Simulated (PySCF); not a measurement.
# C₆ coefficients of unlike pairs at PBE

Calculated with PySCF 2.14 from the dipole response of each species, C₆(A,B) = (3/π) ∫ α_A(iu) α_B(iu) du, in atomic units, from isotropic polarisabilities. For ions this is the dispersion term alone; charge-induced terms of lower order in 1/R come first.

| species | configuration | basis | relativity | α (bohr³) | C₆ (like pair) |
| --- | --- | --- | --- | --- | --- |
| Si³⁺ | [Ne] 3s1 (2S) | dyall-av3z (19s12p3d2f) | none | 7.078 | 13.00 |
| Cd²⁺ | [Kr] 4d10 (1S) | aug-cc-pVDZ-PP with ECP28MDF (5s5p4d2f) | core potential | 5.096 | 25.05 |
| I | [Kr] 4d10 5s2 5p5 (2P) | aug-cc-pVTZ-PP with one added diffuse shell each of d, f type with ECP28MDF (6s5p5d3f) | core potential | 34.70 | 374.0 |
| O | [He] 2s2 2p4 (3P) | aug-cc-pVQZ with one added diffuse shell each of s, p, d, f, g type (7s6p5d4f3g) | none | 5.991 | 18.09 |

(1) Estimate C₆ for O with I.

No spin-orbit coupling is included.

The other pairs:

```tsv
pair	C₆
I, Cd²⁺	83.93
Cd²⁺, Si³⁺	14.72
O, Si³⁺	14.43
I, Si³⁺	69.29
O, Cd²⁺	20.35
```

Results:

(1) The integral gives 79.93. The combination rule 2 C_A C_B / (C_A α_B/α_A + C_B α_A/α_B) gives 79.91 and the geometric mean 82.27.
